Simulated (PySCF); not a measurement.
SMILES CC[SiH2]Cl (B3LYP/def2-SVP optimised geometry):

```
11

Si     0.562     0.073     0.000
Cl    -0.079    -0.818     1.781
C     -0.107    -0.892    -1.471
C     -1.637    -0.991    -1.551
H      0.065     1.478     0.000
H      2.052     0.073     0.000
H      0.302    -0.405    -2.376
H      0.346    -1.899    -1.441
H     -2.105     0.004    -1.632
H     -1.957    -1.578    -2.427
H     -2.052    -1.478    -0.654
```

Level of theory: PySCF 2.14.0 with B3LYP/def2-TZVP.

Task: What are the frontier orbital energies and the dipole moment?

Result: HOMO-2 -9.31 eV, HOMO-1 -8.51 eV, HOMO -8.24 eV, LUMO 0.11 eV, LUMO+1 0.57 eV; dipole moment 1.95 D.

Meta-Löwdin charges at B3LYP/def2-TZVP: Si1 0.72, Cl2 -0.32, C3 -0.43, C4 -0.32, H5 -0.11, H6 -0.11, H7 0.12, H8 0.12, H9 0.11, H10 0.11, H11 0.11.
